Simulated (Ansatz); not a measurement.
Method: frozen-core CCSD(T)/cc-pVTZ // B3LYP-D3(BJ)/def2-TZVP run with Ansatz (an electronic-structure program). The restricted HF reference is unstable towards unrestricted orbitals.

Ansatz 0.2 input:
```yaml
crystal:
  periodic: [false, false, false]
  atoms:
    - { symbol: C, position_ang: [1.846849, -0.383367, -0.349334] }
    - { symbol: C, position_ang: [0.667377, -0.138532, -0.370851] }
    - { symbol: C, position_ang: [-0.66738, 0.13853, -0.395472] }
    - { symbol: C, position_ang: [-1.846852, 0.383365, -0.416989] }
    - { symbol: H, position_ang: [2.886709, -0.599173, -0.330286] }
    - { symbol: H, position_ang: [-2.886712, 0.599171, -0.436037] }
basis:
  gaussian: { orbitals: cc-pVTZ }
correlation:
  method: ccsd_t
```

Output:

```
Functional definition: HF
858 factors; integrals over basis functions are off by at most 1.1e-3 eV
mean field evaluation 1: about -4149.1522 eV, gradient 2.6e1 eV
mean field evaluation 2: about -4149.1599 eV, gradient 2.6e1 eV
mean field evaluation 4: about -4151.1088 eV, gradient 3.1e0 eV
mean field evaluation 8: about -4151.1350 eV, gradient 8.2e-5 eV
mean field evaluation 16: about -4151.1280 eV, gradient 1.6e-1 eV
mean field -4151.13503805 eV, -152.5513989078 hartree, gradient 1.0e-6 eV, S^2 0.000000; 0 other end points of the search recorded, 0 dependent functions left out; unrestricted orbitals would lower it
4 core orbitals not correlated
reference -4151.13503805 eV, -152.5513989078 hartree; 9, 9 occupied and 135, 135 virtual orbitals, 858 factors
second order -16.32938818 eV of doubles, -0.00000000 eV of singles
cycle   1  -15.90946070 eV  change    4.2e-1 eV  update   1.1e-1
cycle   2  -16.43941562 eV  change   -5.3e-1 eV  update   3.7e-2
cycle   3  -16.55893152 eV  change   -1.2e-1 eV  update   1.6e-2
cycle   4  -16.56555508 eV  change   -6.6e-3 eV  update   5.8e-3
cycle   5  -16.57030285 eV  change   -4.7e-3 eV  update   2.4e-3
cycle   6  -16.57132483 eV  change   -1.0e-3 eV  update   5.7e-4
cycle   7  -16.57125839 eV  change    6.6e-5 eV  update   1.9e-4
cycle   8  -16.57125350 eV  change    4.9e-6 eV  update   7.2e-5
cycle   9  -16.57122607 eV  change    2.7e-5 eV  update   2.7e-5
cycle  10  -16.57120196 eV  change    2.4e-5 eV  update   1.0e-5
cycle  11  -16.57119986 eV  change    2.1e-6 eV  update   4.1e-6
perturbative correction -0.96384255 eV, -0.0354205603 hartree
Total energy: -4168.67008046 eV, -153.1957998307 hartree
```

Cost: very roughly 11 core-seconds.
